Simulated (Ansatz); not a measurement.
Mulliken charges of CH4BBrOS (`COB(S)Br`) from B3LYP/def2-TZVPP in Ansatz (PBE0-D4/def2-TZVP geometry).

```
atom   x (Å)   y (Å)   z (Å)  charge (e)
  C1   0.526   0.144   1.364      -0.137
  O2  -0.464   0.667   0.494      -0.244
  B3  -0.613   0.226  -0.761       0.217
  S4   0.444  -1.079  -1.442      -0.199
 Br5  -2.005   1.044  -1.815      -0.123
  H6   0.372  -0.926   1.526       0.117
  H7   0.434   0.669   2.314       0.128
  H8   1.526   0.308   0.955       0.117
  H9  -0.131  -1.100  -2.652       0.124
```

Q: By hand: the dipole of these point charges (1 e Å = 4.8032 D).

A: Σ q r = (0.328, -0.170, 0.295) e Å, of length 0.473 e Å = 2.27 D.

Q: How does the dipole of the full density compare? (Estimate.)

A: The calculation gave: (0.307, -0.189, 0.213) e Å, 2.01 D; the point charges give 1.13 times that, at 9° from its direction.

Point charges leave out the atoms' own dipoles, such as those of lone pairs, and Mulliken's split depends on the basis, so the close match here is no proof of good charges.

B3LYP here is the variant with VWN-RPA as its local correlation; programs differ in this.
